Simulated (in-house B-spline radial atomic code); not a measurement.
Ionising Xe⁴²⁺ with different functionals

Computed with a B-spline radial code for spherical atoms: scalar-relativistic (spin-free X2C) Hamiltonian, Fermi nucleus of rms radius 4.7859 fm, spin-polarised at highest spin, spherical fractional occupations for the functionals. The ionisation energy is the difference of two self-consistent energies, [Ne] 3s2 → [Ne] 3s1, without Breit or QED terms; ε is the level of the shell that loses the electron (its least bound occupied spin orbital). There is no spin-orbit coupling in this Hamiltonian.

```csv
method,rung,ΔSCF (eV),-ε(3s) (eV)
LDA VWN5,LDA,3249.4,3213.0
LDA exchange-only,LDA,?,?
AM05,GGA,3247.7,3212.3
revTPSS,meta-GGA,3248.5,3214.2
r2SCAN0,global hybrid,3245.5,3222.7
B3LYP,global hybrid,?,?
wB97X,range-separated hybrid,3244.1,3224.7
```

Q: What does B3LYP give?

A: ΔSCF 3250.4 eV, and -ε(3s) = 3221.3 eV.

Q: What does LDA exchange-only give?

A: ΔSCF 3246.0 eV, and -ε(3s) = 3210.2 eV.

Q: Among the functionals, which spreads more, the ΔSCF values or the orbital energies?

A: The orbital energies: ΔSCF values span about 6.3 eV and the orbital energies 14.5 eV.

Q: How do they compare with the NIST value?

A: NIST lists 3243 eV ± 4 (tabulated theory, ground level to ground level). Errors run from +1.1 to +7.4 eV; all lie within about twice that uncertainty, so the table can't rank the methods.
